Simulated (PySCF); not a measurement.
Fractional electron number in Mn⁺ (manganese, charge +1)

The 4s alpha orbital of [Ar] 3d5 4s1 is emptied in steps (occupation f), with all orbitals relaxed, ending at [Ar] 3d5. All numbers are calculated (PySCF 2.14, the non-relativistic Hamiltonian (point nucleus), in aug-cc-pVTZ). The exact energy is a straight line in f; departures are measured from the line between the end points of the same method.

```
   f  UHF (eV)  LDA (eV)  PBE (eV)
   1     0.000     0.000     0.000
0.75     0.021    -0.682    -0.687
 0.5     0.027    -0.909    -0.922
0.25     0.020    -0.678    -0.696
   0     0.000     0.000     0.000
```

```json
{"method": "UHF", "E(f=0) − E(f=1) (eV)": "14.692", "−ε at f=1 (eV)": "14.806", "−ε at f=0.5 (eV)": "14.690"}
{"method": "LDA", "E(f=0) − E(f=1) (eV)": "16.349", "−ε at f=1 (eV)": "12.713", "−ε at f=0.5 (eV)": "16.358"}
{"method": "PBE", "E(f=0) − E(f=1) (eV)": "16.114", "−ε at f=1 (eV)": "12.472", "−ε at f=0.5 (eV)": "16.089"}
```

Orbital energy along the path (eV):

```
   f      UHF      LDA      PBE
   1  -14.806  -12.713  -12.472
0.75  -14.746  -14.529  -14.265
 0.5  -14.690  -16.358  -16.089
0.25  -14.637  -18.177  -17.952
   0  -14.588  -19.926  -19.842
```

Reference removal energy between the ground levels: 15.640 eV (measured; NIST Atomic Spectra Database, ionization energies). UHF lacks correlation.
